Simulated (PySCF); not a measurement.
Relaxation of singlet IPtN

All numbers come from PBE/[Pt def2-SVP with ECP60, N def2-SVP, I def2-SVP with ECP28], scalar-relativistic core potentials, density fitting, no spin–orbit coupling, PySCF. A (50,194) grid was used.

A hand-made bent start, of Cs symmetry, held to at least that symmetry:

Coordinates in bohr (charge 0 multiplicity 1):
```
Pt   -1.3863    0.0000   -1.1262
N    -4.0487    0.0000    0.7382
I     2.5765    0.0000    1.6487
```

Optimiser trace:
```csv
step,E − E(last) (kJ/mol),largest gradient (Eh/bohr)
0,61.06,0.03047
1,43.11,0.01731
2,17.82,0.03976
3,10.87,0.01424
4,5.11,0.00805
5,2.49,0.01404
6,0.67,0.00578
7,0.26,0.00161
8,0.09,0.00414
9,0.03,0.00214
10,0.00,0.00057
11,0.00,0.00014
```

It ends at Cs with Pt–I 2.564 Å, Pt–N 1.703 Å; I–Pt–N 177.5° (after a last refinement on a finer grid). No frequency check is given, so it may be a saddle point. Other isomers or separated fragments may lie lower.

Final geometry:
```xyz
3
charge 0 multiplicity 1, angstrom
Pt   -0.8925    0.0000   -0.1054
N    -2.5613    0.0000   -0.4446
I     1.6404    0.0000    0.2951
```

With an element this heavy the missing spin–orbit coupling can shift these numbers.
